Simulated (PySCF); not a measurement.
SMILES [SiH3]O/C=C\c1ccco1 (C6H8O2Si), singlet, GFN2-xTB optimised geometry.

```
17

Si     0.75    -3.29     0.15
O      0.15    -1.79    -0.02
C     -1.09    -1.29     0.00
C     -1.36     0.02     0.00
C     -0.38     1.07     0.00
C      0.99     1.07     0.00
C      1.39     2.43     0.00
C      0.24     3.16     0.00
O     -0.84     2.35     0.00
H      2.15    -3.02    -0.14
H      0.51    -3.79     1.51
H      0.12    -4.21    -0.80
H     -1.90    -2.02     0.01
H     -2.39     0.34     0.01
H      1.62     0.21     0.00
H      2.39     2.81     0.00
H      0.06     4.21     0.00
```

Density from PBE/def2-SVP in PySCF at that geometry.

Minimum of the electron density along straight lines between bonded atoms, close to the bond critical point (lines longer than 1.1 times the sum of covalent radii, or with two minima, are not listed):

```
bond     length / Å  ρ at the minimum / e bohr⁻³  ∇²ρ there / e bohr⁻⁵  position (fraction from the first atom)
-------  ----------  ---------------------------  --------------------  ---------------------------------------
Si1–O2        1.627                        0.126                  1.07                                     0.41
O2–C3         1.342                        0.285                     ?                                     0.67
C3–C4         1.337                        0.335                     ?                                     0.51
C4–C5         1.438                        0.280                 -0.66                                     0.49
C5–C6         1.374                        0.316                 -0.77                                     0.52
C6–C7         1.412                        0.290                 -0.66                                     0.50
C7–C8         1.362                        0.323                 -0.80                                     0.48
C5–O9         1.356                        0.283                 -0.08                                     0.33
C8–O9         1.342                        0.291                     ?                                     0.33
Si1–H10       1.453                        0.121                  0.32                                     0.49
Si1–H11       1.464                        0.119                  0.31                                     0.49
Si1–H12       1.465                        0.118                  0.31                                     0.49
C3–H13        1.083                        0.283                 -1.08                                     0.64
C4–H14        1.079                        0.279                 -1.04                                     0.63
C6–H15        1.069                        0.285                 -1.10                                     0.64
C7–H16        1.071                        0.283                 -1.07                                     0.63
C8–H17        1.072                        0.287                 -1.13                                     0.64
```

**Question.** Complete the blanks.

**Answer.** 
- O2–C3, ∇²ρ there / e bohr⁻⁵: -0.06
- C3–C4, ∇²ρ there / e bohr⁻⁵: -0.86
- C8–O9, ∇²ρ there / e bohr⁻⁵: 0.03
